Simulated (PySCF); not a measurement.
## Shifts of the heteroatoms

Bonds (- single, = double, # triple, : aromatic): F1-C2 1.354 Å, C2-F3 1.337 Å, C2-O4 1.358 Å, O4-C5 1.365 Å, C5:C6 1.359 Å, C6:C7 1.421 Å, C7:C8 1.355 Å, C8:O9 1.357 Å, O9:C5 1.342 Å. C2 carries H10; C6 carries H11; C7 carries H12; C8 carries H13.

- NMR shieldings at PBE0/pcSseg-1/GIAO
- geometry: GFN2-xTB
- program: PySCF
- relativity neglected, one computed conformer, fast rotation and ring inversion assumed for equivalent nuclei, in vacuum

(1) What are the ¹⁹F shifts?

(2) Predict the ¹⁷O NMR data.

Results:

(1) 
```tsv
atoms	environment	σ (ppm)	δ (ppm)
F1/F3	fluorine of a CF2 group	271.4	-84.3
```

Shieldings were converted by a linear fit to measured shifts: ¹⁹F: δ = 146.13 − 0.903σ +14.6 on sp3 carbon (rms 6.0 ppm, 223 shifts, 7.0 ppm with the 5 outliers that the fit left out vs CFCl3, solution or neat liquid). Occasional misses reach two or three times the rms, and more in compound classes unlike the fitted ones.

On a 600 MHz spectrometer ¹⁹F resonates near 564.6 MHz, so 1 ppm is 564.6 Hz.

(2) 
```
atoms           environment  σ (ppm)  δ (ppm)
   O9  aromatic ring oxygen     59.0    213.0
   O4          ether oxygen    166.3    115.2
```

Shieldings were converted by a linear fit to measured shifts: ¹⁷O (scatter 10.7 ppm rms, 12.2 ppm with the 3 outliers that the fit left out vs liquid water, solution or neat liquid). Occasional misses reach two or three times the rms, and more in compound classes unlike the fitted ones.

On a 500 MHz spectrometer ¹⁷O resonates near 67.8 MHz, so 1 ppm is 67.8 Hz.
